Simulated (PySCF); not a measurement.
H4PSi, multiplicity 2. Atoms are numbered in the order given.

```xyz
6

Si     0.0014     1.0457     0.0000
P     -0.0938    -1.2011     0.0000
H      0.7176     1.5361     1.2090
H     -1.3782     1.5958     0.0000
H      0.7176     1.5361    -1.2090
H      1.3294    -1.2909     0.0000
```
Charge 0, spin multiplicity 2.

Coordinates come from a PBE0-D3(BJ)/def2-TZVP optimisation. The isomer is the one that the SMILES or the coordinates give; other isomers of the formula were not compared.

These are PySCF with PBE0-D3(BJ)/def2-TZVP values and carry that method's errors.

Frequencies are harmonic and unscaled.

```csv
mode,ν (cm⁻¹),IR (km/mol),moving atoms (share of kinetic energy)
1,184,3.9,H 97 %
2,452,2.7,"Si 40 %, P 36 %, H 24 %"
3,476,17.0,"H 78 %, P 13 %, Si 10 %"
4,487,19.0,H 90 %
5,768,23.8,H 89 %
6,890,243.4,"H 92 %, Si 8 %"
7,932,43.7,H 97 %
8,939,40.9,H 97 %
9,2208,58.0,H 98 %
10,2214,88.0,H 96 %
11,2235,84.1,H 96 %
12,2381,40.4,H 97 %
```
